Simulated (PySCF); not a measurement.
## In⁺: excitation energy

In⁺ [Kr] 4d10 5s2 (1S) → In⁺ [Kr] 4d10 5s1 6s1 (3S), as a difference of total energies. All numbers are calculated (PySCF 2.14, a scalar-relativistic core potential, in aug-cc-pwCVDZ-PP with ECP28MDF (6s5p4d1f, 48 functions)). Correlated levels: valence: 4s2 4p6 4d10 frozen. The calculations carry no spin-orbit coupling.

```json
{"method": "UHF", "excitation energy (eV)": "10.126"}
{"method": "MP2 (valence)", "excitation energy (eV)": "10.655"}
{"method": "SCS-MP2 (valence)", "excitation energy (eV)": "10.829"}
{"method": "CCSD (valence)", "excitation energy (eV)": "10.864"}
```

Errors of the correlated levels include the incompleteness of this basis and the frozen core.

With two correlated electrons CCSD is exact in that space.

Question: Which method comes closest to the reference value, and which is furthest?

Answer: The reference is 11.645 eV (measured; NIST levels). Closest: CCSD (valence) (error -0.781 eV); furthest: UHF (error -1.519 eV).
